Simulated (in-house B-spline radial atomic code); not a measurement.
Values are calculated unless marked as measured or tabulated.
# C6 from the polarisability at imaginary frequency: Ba²⁺

LC-wPBE linear response of the closed shell [Kr] 4d10 5s2 5p6, from an all-electron radial atomic-structure program (B-spline basis); scalar-relativistic (spin-free one-electron X2C), finite nucleus, no spin-orbit coupling; shells from n = 3 respond.

The dispersion coefficient of two like species is C6 = (3/π) ∫ α(iu)² du from 0 to ∞.

```tsv
u (hartree)	α(iu) (bohr³)
0	10.61
0.156	10.27
0.364	9.006
0.624	7.039
1.04	4.579
1.56	2.872
2.34	1.693
3.64	0.9205
5.2	0.5482
7.79	0.2936
13	0.1277
26	0.04071
```

Fit one oscillator, α(iu) = α(0)/(1 + u²/ω²), through u = 5.2 and estimate C6.

From α(0)/α(iu) − 1 = 10.61/0.5482 − 1 = 18.3543, ω = u/√18.3543 = 1.2138 hartree (33.0 eV). London's formula gives C6 = (3/4) α(0)² ω = 0.75 × 10.61² × 1.2138 = 102.5 hartree·bohr⁶, and the oscillator holds f = α(0) ω² = 15.63 electrons, of a sum of oscillator strengths of 47.6.

How does that compare with the full integral?

The program's quadrature over all excitations gives C6 = 78.1, so the single oscillator is off by +31.2 %. At the last point the fit gives α = 0.0231 against 0.0407: higher excitations, and deeper shells where there are any, keep the true curve higher at large u.
